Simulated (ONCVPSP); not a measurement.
# Br (Z = 35), ONCV: configuration errors across variants

```json
{
  "Element": "bromine (Br)",
  "Generator": "ONCVPSP 4.0.1",
  "Type": "optimised norm-conserving Vanderbilt (ONCV)",
  "Functional": "PBE",
  "Relativity": "fully relativistic",
  "Frozen core": "[Ar] 3d10",
  "Valence charge": "7",
  "Reference configuration": "4s2 4p5",
  "Partial waves": "4s: rc 1.30 bohr, ncon 3, nbas 6, qcut 5.1 1/bohr, 2 projectors, debl 0.3 Ha; 4p: rc 1.70 bohr, ncon 5, nbas 9, qcut 5.8 1/bohr, 2 projectors, debl 0.6 Ha",
  "Local potential": "polynomial inside 1.25 bohr (lpopt 2, dvloc0 0 Ha)",
  "Core correction": "Teter function, fcfact 5, rcfact 1.7"
}
```

Open shells are filled in proportion to 2j + 1.

In the s channel the program set the typed energies aside and used -0.740, 0.250 Ha.

All-electron excitation energies from the reference (eV): (1) 4s2 4p4 12.560; (2) 4s2 4p3 35.327; (3) 4s2 4p2 69.317; (4) 4s2 4p1 115.351.

2 further variants failed, have other tests or another functional or relativity, and are left out.

Errors AE − PS in meV (a dash: test not solved or not reliable):

```csv
change,(1),(2),(3),(4),bound ghosts,GHOST(+) flags above zero
base,-18,-111,-359,-871,none,s
"local potential polynomial inside 1.25 bohr (lpopt 2, dvloc0 -1.5 Ha)",-18,-111,-359,-871,none,s
"all radii but the core radius scaled by about 1.11 (s 1.44, p 1.88 bohr); local potential polynomial inside 1.38 bohr (lpopt 2, dvloc0 0 Ha)",-18,-112,-362,-879,none,s
s: rc 1.64,-18,-110,-356,-863,none,s
p: qcut 3.8,-18,-113,-367,-893,none,"s, p3/2, p1/2"
"local potential polynomial inside 1.10 bohr (lpopt 5, dvloc0 0 Ha)",-18,-111,-359,-871,none,s
```

Problem. Give the same row for: s: qcut 3.6.

Solution. -18, -111, -359, -868; bound ghosts: none; GHOST(+) flags above zero: s.
